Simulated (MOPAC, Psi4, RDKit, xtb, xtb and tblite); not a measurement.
Two geometries of SMILES BCC[Si](F)(F)F (C2H6BF3Si), relaxed at GFN2-xTB with one dihedral held; other torsions can differ between them too.

Structure A

```
13

B     -1.8279     0.3071    -0.1286
C     -0.7004    -0.4746    -0.9087
C      0.5844     0.3906    -0.9647
Si     0.3555     2.0279    -1.8473
F     -0.3346     1.9278    -3.2735
F     -0.5174     3.1022    -1.0689
F      1.7224     2.7877    -2.1361
H     -2.7205     0.7995    -0.6966
H     -1.7345     0.4333     1.0296
H     -0.9848    -0.7286    -1.9306
H     -0.4411    -1.4095    -0.4061
H      0.9300     0.5709     0.0559
H      1.3719    -0.1848    -1.4587
```

Structure B

```
13

B     -1.8773     0.2761    -0.0821
C     -0.7044    -0.3769    -0.8932
C      0.5806    -0.7028    -0.1053
Si     1.4900     0.8262     0.4844
F      1.8251     1.8590    -0.6769
F      0.7376     1.7142     1.5644
F      2.9002     0.5263     1.1553
H     -2.7570     0.7805    -0.6618
H     -1.9025     0.2212     1.0840
H     -0.4441     0.2213    -1.7697
H     -1.1027    -1.3131    -1.3040
H      0.3221    -1.3346     0.7469
H      1.2498    -1.2972    -0.7343
```

### Question
Which is lower in energy at the level DF-MP2 (frozen core)/cc-pVTZ // GFN2-xTB (Psi4), and by how much?

### Answer
B is lower, by 7.10 kJ/mol (dihedral H8–B1–C2–C3: 105° in A, 165° in B).

E(B) − E(A) in kJ/mol at the other levels, on the same two geometries: GFN2-xTB (xtb and tblite) -7.06; B3LYP/def2-TZVP // GFN2-xTB (Psi4) -9.06; B3LYP-D3(BJ)/def2-TZVP // GFN2-xTB (Psi4) -8.21; PBE/def2-TZVP // GFN2-xTB (Psi4) -8.88; PBE-D3(BJ)/def2-TZVP // GFN2-xTB (Psi4) -8.42; HF/cc-pVTZ // GFN2-xTB (Psi4) -8.73; UFF // GFN2-xTB (RDKit) -3.02; PM3, restricted, heats of formation // GFN2-xTB (MOPAC) -7.21; PM7, restricted, heats of formation // GFN2-xTB (MOPAC) -4.32; GFN1-xTB // GFN2-xTB (xtb) -2.03.
